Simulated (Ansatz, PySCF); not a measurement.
C₂H₁₀FN₃Si (SMILES CN(C)[Si](N)(N)F), singlet, at a GFN2-xTB geometry, atoms displaced at random by about 0.03 Å a coordinate. Base run: PySCF with PBE0/STO-3G, gradient.

Here is a job for PySCF.
```python
from pyscf import gto, scf, dft

mol = gto.M(
    atom='''
C    -0.286256   -1.152149    1.848668
N    -0.698546   -0.472021    0.668402
C    -2.053278   -0.028785    0.809282
Si    0.361861    0.263008   -0.452419
N     1.610602   -0.983852   -0.682392
N     1.048460    1.790488   -0.072138
F    -0.446560    0.451207   -1.791104
H    -0.276092   -0.503576    2.731618
H    -0.918179   -2.048806    2.065872
H     0.742608   -1.565973    1.718584
H    -2.736633   -0.805708    0.989202
H    -2.176827    0.701693    1.605847
H    -2.368049    0.535255   -0.193041
H     2.405813   -0.719866   -1.248639
H     1.323992   -1.950112   -0.899714
H     1.651040    1.888698    0.783887
H     1.356872    2.388399   -0.819006
''',
    basis='sto-3g',
    charge=0,
    spin=0,
    verbose=4,
)

mf = dft.RKS(mol)
mf.xc = 'pbe0'
mf.kernel()
g = mf.nuc_grad_method()
grad = g.kernel()
```

Programs used: Ansatz (a quantum-chemistry and plane-wave program), PySCF; a row that names a program was run with it.

The coordinate followed is y of atom 4.

Each row names what was changed in the base input (with any setting that the change needs).

```csv
change,dE/dx (Eh/bohr),net force (Eh/bohr)
base,0.036084,0.000134
finite difference step (bohr) = 0.2; conv_tol = 1e-11,0.037974,-
conv_tol = 1e-6,0.036062,0.000134
finite difference step (bohr) = 1e-4; conv_tol = 1e-11,0.036111,-
conv_tol = 1e-11,0.036084,0.000134
density fitting = on,0.036083,0.000134
code = ansatz,0.036105,0.000000
grids.level = 1; grid_response = off,0.036105,0.000719
grids.level = 5; grid_response = off,0.036099,0.000018
finite difference step (bohr) = 1e-3; conv_tol = 1e-11,0.036111,-
finite difference step (bohr) = 0.01; conv_tol = 1e-11,0.036116,-
grids.level = 1; grid_response = on,0.036000,0.000000
```

The net force is zero for an exact gradient.
